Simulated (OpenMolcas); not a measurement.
An OpenMolcas run meant for Ne4+ (ANO-RCC-VQZP, DKH2; inactive shells 1s; intended active space 4 electrons in 4 orbitals (2s 2p)). One step of its input:

```
&CASPT2
Multistate=3 1 2 3
Frozen=0 0
IPEA=2.0
Imaginary=0.1
MaxIter=60
WThr=0.0 0.3 0.05
PrWF=0.5
NoMix
```

The run finished. Its levels beside those of a sound run (SS-CASPT2, IPEA 0.25 Eh, imaginary shift 0.1 Eh (closed shells correlated: 1s)), in cm-1 above each run's lowest level:

```csv
Level,This run,Usual run
2s2 2p2 3P0,0.0,0.0
2s2 2p2 3P1,392,392
2s2 2p2 3P2,1129,1129
2s2 2p2 1D2,29387,30440
2s2 2p2 1S0,62028,63546
2s 2p3 5S* 2,85005,86763
```

Q: Which setting is unsound, and how much does it matter here?

A: The IPEA shift is far above its usual 0.25 hartree. Against the sound run the excited levels shown move by 870 cm-1 on average and by 1800 cm-1 at most.

CASPT2 breaks the degeneracy within a term, and the mean is taken; among the terms shown or strongly mixed into the levels shown the widest spread is 12 cm-1 (2s2 2p2 1D, the sound run). Only configurations of the active space appear.

* marks odd parity.
